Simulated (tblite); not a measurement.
Record of a relaxation.

Compound: C₅H₅F₃O₂ (charge +1 and doublet state).
Bonds: C1–C2, C2–O3 (double), C2–O4, O4–C5, C5–F6, C5–C7, C7–C8, C8–F9, C8–F10. Hydrogens: H11, H12, H13 on C1; H14 on C7; H15 on C8.
Bond orders are those of one Lewis drawing.

Computed with GFN2-xTB (tblite), gas phase: L-BFGS steps from a force-field or distance-geometry start until the largest atomic force falls under 0.01 eV/Å. 6 of its 133 geometries are shown.

Step 0: E = -950.9959 eV, largest atomic force 5.818 eV/Å
```
atom  x, y, z in Å  |  force x, y, z in eV/Å
C1      2.540    0.707    0.439   -1.728   0.294   1.523
C2      1.588    0.003   -0.464    1.473  -0.885  -3.597
O3      1.803   -0.269   -1.644   -0.312   0.846   2.887
O4      0.378   -0.400    0.093   -1.370  -1.592  -1.329
C5     -0.589   -1.079   -0.601   -2.132   0.255  -1.342
F6     -0.388   -2.287   -1.203    0.436   2.606   1.226
C7     -1.972   -0.500   -0.784    3.798  -2.516   3.618
C8     -2.128    0.423    0.440   -1.162   0.600  -0.476
F9     -3.135   -0.115    1.229    0.901   1.043  -1.079
F10    -2.347    1.719    0.085   -0.211  -1.042   0.765
H11     2.226    1.782    0.574    0.257  -0.819  -0.322
H12     2.390    0.250    1.459    0.386   0.318  -0.800
H13     3.568    0.686    0.117    0.101  -0.171  -0.287
H14    -2.747   -1.289   -0.812    0.185   0.651  -0.834
H15    -1.192    0.377    1.049   -0.623   0.412   0.047
```

Step 26: E = -952.8963 eV, largest atomic force 0.207 eV/Å
```
atom  x, y, z in Å  |  force x, y, z in eV/Å
C1      2.522    0.646    0.426   -0.005  -0.064  -0.019
C2      1.768   -0.092   -0.591    0.012   0.066  -0.092
O3      1.946   -0.351   -1.715    0.054  -0.023   0.038
O4      0.468   -0.493    0.044   -0.077   0.153  -0.116
C5     -0.518   -0.996   -0.617   -0.052  -0.024   0.002
F6     -0.241   -1.823   -1.589   -0.014  -0.029   0.080
C7     -1.839   -0.737   -0.311   -0.056   0.102   0.062
C8     -2.265    0.413    0.558    0.040  -0.042   0.061
F9     -3.451    0.151    1.103   -0.010   0.108  -0.024
F10    -2.341    1.588   -0.097    0.033  -0.176  -0.013
H11     2.151    1.674    0.487    0.064  -0.031  -0.049
H12     2.377    0.192    1.404    0.064  -0.019   0.040
H13     3.574    0.663    0.135   -0.058   0.051   0.046
H14    -2.627   -1.414   -0.643    0.120   0.079  -0.016
H15    -1.527    0.587    1.385   -0.116  -0.151  -0.001
```

Step 53: E = -953.0899 eV, largest atomic force 0.129 eV/Å
```
atom  x, y, z in Å  |  force x, y, z in eV/Å
C1      2.642    0.653    0.319   -0.029  -0.011   0.043
C2      2.060   -0.042   -0.783    0.006   0.057   0.034
O3      2.195   -0.564   -1.786   -0.024   0.017   0.025
O4      0.339   -0.016   -0.260   -0.042   0.014   0.060
C5     -0.552   -0.812   -0.590    0.039  -0.029  -0.041
F6     -0.230   -1.835   -1.361   -0.043  -0.040  -0.020
C7     -1.903   -0.759   -0.198    0.021   0.013  -0.042
C8     -2.450    0.350    0.614    0.062  -0.015   0.022
F9     -3.779    0.390    0.633   -0.034   0.009  -0.063
F10    -1.984    1.566    0.295    0.036  -0.001   0.019
H11     2.186    1.639    0.431    0.002  -0.002  -0.039
H12     2.439    0.114    1.245   -0.002  -0.009   0.075
H13     3.721    0.749    0.188    0.002  -0.014  -0.128
H14    -2.570   -1.576   -0.443    0.036  -0.017  -0.024
H15    -2.119    0.152    1.673   -0.030   0.030   0.077
```

Step 79: E = -953.1393 eV, largest atomic force 0.106 eV/Å
```
atom  x, y, z in Å  |  force x, y, z in eV/Å
C1      2.667    0.705    0.263    0.010   0.015  -0.016
C2      1.944   -0.022   -0.739    0.043  -0.047  -0.001
O3      2.033   -0.522   -1.766   -0.004   0.037  -0.001
O4      0.380   -0.110   -0.076   -0.057  -0.051  -0.017
C5     -0.515   -0.879   -0.482   -0.056  -0.012   0.016
F6     -0.179   -1.899   -1.244   -0.022   0.008  -0.002
C7     -1.885   -0.776   -0.192    0.011   0.012   0.011
C8     -2.466    0.324    0.611    0.088   0.058  -0.010
F9     -3.704    0.658    0.249   -0.004  -0.016  -0.017
F10    -1.717    1.436    0.656   -0.047  -0.080  -0.001
H11     2.244    1.705    0.381   -0.040   0.018   0.019
H12     2.580    0.210    1.232    0.029   0.030   0.001
H13     3.710    0.784   -0.040    0.045  -0.009   0.012
H14    -2.554   -1.553   -0.549   -0.001   0.048   0.032
H15    -2.541   -0.052    1.675    0.004  -0.011  -0.026
```

Step 106: E = -953.1452 eV, largest atomic force 0.050 eV/Å
```
atom  x, y, z in Å  |  force x, y, z in eV/Å
C1      2.652    0.730    0.261   -0.012  -0.003   0.006
C2      1.964   -0.040   -0.732   -0.013  -0.012   0.001
O3      2.049   -0.534   -1.760   -0.002   0.003   0.002
O4      0.395   -0.210   -0.032   -0.022  -0.002  -0.014
C5     -0.523   -0.925   -0.475   -0.001  -0.009  -0.012
F6     -0.225   -1.923   -1.283    0.026   0.006   0.009
C7     -1.890   -0.780   -0.191    0.017   0.009  -0.011
C8     -2.439    0.334    0.611   -0.009   0.041  -0.027
F9     -3.657    0.716    0.223    0.001  -0.021   0.025
F10    -1.655    1.419    0.674    0.008  -0.042   0.025
H11     2.163    1.698    0.399   -0.008  -0.013  -0.019
H12     2.612    0.227    1.229    0.033   0.008   0.002
H13     3.685    0.875   -0.058   -0.003   0.006   0.016
H14    -2.588   -1.524   -0.555   -0.010  -0.004  -0.010
H15    -2.548   -0.053    1.666   -0.006   0.031   0.006
```

Step 132: E = -953.1487 eV, largest atomic force 0.009 eV/Å
```
atom  x, y, z in Å  |  force x, y, z in eV/Å
C1      2.616    0.764    0.250   -0.001  -0.003   0.002
C2      1.975   -0.099   -0.697    0.001  -0.003   0.003
O3      2.104   -0.667   -1.682   -0.002  -0.004  -0.006
O4      0.401   -0.259   -0.022    0.001   0.000   0.003
C5     -0.528   -0.946   -0.490    0.000  -0.001  -0.003
F6     -0.244   -1.932   -1.315   -0.002   0.000  -0.001
C7     -1.893   -0.764   -0.217    0.001   0.001  -0.003
C8     -2.410    0.340    0.621    0.002   0.001  -0.002
F9     -3.596    0.800    0.221   -0.008  -0.002   0.003
F10    -1.573    1.376    0.757    0.004   0.002  -0.001
H11     2.013    1.656    0.430    0.003   0.001   0.000
H12     2.714    0.255    1.212   -0.001   0.007   0.003
H13     3.601    1.038   -0.129    0.001   0.002   0.001
H14    -2.614   -1.469   -0.615    0.001   0.001  -0.003
H15    -2.569   -0.084    1.655    0.001  -0.002   0.005
```

Problem. Summarise the path.

Solution. The energy falls by 2.1528 eV from step 0 to step 132; nine tenths of that is first reached at step 31. It falls at every step. The largest force goes from 5.818 to 0.009 eV/Å. Among the bonds C2–O4 changes most, from 1.391 to 1.721 Å; the atoms move by 0.705 Å rms after alignment.

Problem. Follow the three bonds and two angles with the largest change from start to end.

Solution. 
```
step  E above end (eV)  largest force (eV/Å)  C2–O4 (Å)  O4–C5 (Å)  C5–C7 (Å)  C5–C7–C8 (°)  C1–C2–O3 (°)
   0            2.1528                 5.818      1.391      1.370      1.511         103.1         125.0
   6            0.6212                 0.763      1.508      1.290      1.390         115.9         134.0
  11            0.4153                 0.595      1.500      1.292      1.385         119.5         132.7
  17            0.3244                 0.220      1.474      1.298      1.372         122.3         134.6
  23            0.2724                 0.230      1.497      1.289      1.374         124.0         134.8
  29            0.2287                 0.284      1.514      1.282      1.388         122.5         135.1
  34            0.1842                 0.322      1.594      1.267      1.394         120.4         136.5
  40            0.1211                 0.190      1.732      1.249      1.404         118.0         143.5
  46            0.0867                 0.289      1.786      1.244      1.410         119.8         147.5
  52            0.0619                 0.132      1.798      1.240      1.405         121.9         148.7
  57            0.0510                 0.096      1.798      1.239      1.408         123.4         148.7
  63            0.0405                 0.175      1.756      1.244      1.406         124.0         145.9
  69            0.0274                 0.120      1.729      1.245      1.405         124.4         145.5
  75            0.0149                 0.110      1.698      1.248      1.402         123.5         143.4
  80            0.0084                 0.079      1.700      1.248      1.403         123.3         143.8
  86            0.0062                 0.052      1.715      1.247      1.402         123.6         144.5
  92            0.0052                 0.023      1.730      1.246      1.403         123.5         145.0
  98            0.0048                 0.022      1.723      1.246      1.404         123.6         144.5
 103            0.0044                 0.036      1.733      1.245      1.404         123.6         145.2
 109            0.0024                 0.070      1.712      1.247      1.402         123.2         144.6
 115            0.0013                 0.018      1.708      1.248      1.403         122.8         144.5
 121            0.0011                 0.026      1.718      1.247      1.404         122.8         144.9
 126            0.0002                 0.019      1.717      1.247      1.404         123.1         144.8
 132            0.0000                 0.009      1.721      1.246      1.404         123.1         144.8
```

The cost below is that of the whole relaxation. Time: 0.75 s of wall time. Hardware: one thread of an Arm Neoverse V2, no GPU, shared host with 192 logical CPUs at a one-minute load of 38.
